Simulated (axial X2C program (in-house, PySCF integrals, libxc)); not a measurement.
Nuclear properties of Ga₂

Calculated with an in-house all-electron X2C program for linear molecules (integrals from PySCF): two-component X2C with atomic mean-field Coulomb and Gaunt terms, Gaussian nuclei, basis Ga dyall-cv3z with contracted cores.

R = 2.438 Å (near the PBE0 minimum at charge 0 of the determinant lowest at the starting distance; the state shown can have its own minimum elsewhere).

Determinant lowest in the PBE0 search, Ω = 1 (⟨Sz⟩ = 1.00, ⟨Lz⟩ = 0.00 at PBE0), spin on the atoms Ga 0.50, Ga 0.50:

| level | A∥/gI Ga (MHz) | qzz Ga (a.u.) |
| --- | --- | --- |
| PBE0 | -199 | 1.07 |
| HF | -235 | 1.00 |
| BP86 | -191 | 1.12 |
| BHandHLYP | -144 | 1.12 |
| PBE50 | -200 | 1.05 |

Determinant 0.11 eV from it at PBE0 and this distance, Ω = 2 (⟨Sz⟩ = 1.00, ⟨Lz⟩ = 1.00 at PBE0), spin on the atoms Ga 0.50, Ga 0.50:

```json
{"level": "PBE0", "A∥/gI Ga (MHz)": "58.7", "qzz Ga (a.u.)": "-2.14"}
{"level": "HF", "A∥/gI Ga (MHz)": "-30.8", "qzz Ga (a.u.)": "-2.23"}
{"level": "BP86", "A∥/gI Ga (MHz)": "87.2", "qzz Ga (a.u.)": "-2.09"}
{"level": "BHandHLYP", "A∥/gI Ga (MHz)": "72.7", "qzz Ga (a.u.)": "-2.19"}
{"level": "PBE50", "A∥/gI Ga (MHz)": "37.7", "qzz Ga (a.u.)": "-2.18"}
```

A∥ (defined per Ω) follows by multiplying with gI = μI/(I μN); qzz is the electric field gradient, eQq0 = 234.96 MHz × Q/barn × qzz. The operators were transformed with the bare-nucleus X2C matrices; with these basis sets, hyperfine constants and field gradients can be off by tens of per cent, and where levels differ in sign neither size nor sign is settled.

(1) With gI(69Ga) = 1.3444, Q(69Ga) = 0.171 barn (g factors from the IAEA table of nuclear moments by Stone; Q from Pyykkö, Mol. Phys. 2018), turn the PBE0 values of the first state into constants in MHz.

Each state is one determinant with collinear spin, which with several unpaired electrons need not be a pure state. Unrestricted Hartree–Fock can overshoot spin polarisation at the nuclei. With several open shells hyperfine constants can be off by a factor of several. Open-shell Ω = 0 determinants with evenly filled partner blocks cannot be reached by this program, so the Ω shown need not be the lowest component. At BHandHLYP, HF a later determinant lies lower. States lie within half an eV, so the first need not be the ground state. Further determinants of the search, some of them spin-mixed, are not shown. PBE0 term energies can be off by some tenths of an eV.

Answers

(1) A∥(69Ga) = -199 × 1.3444 = -268 MHz; eQq0(69Ga) = 234.96 × (0.171) × (1.07) = 43 MHz.
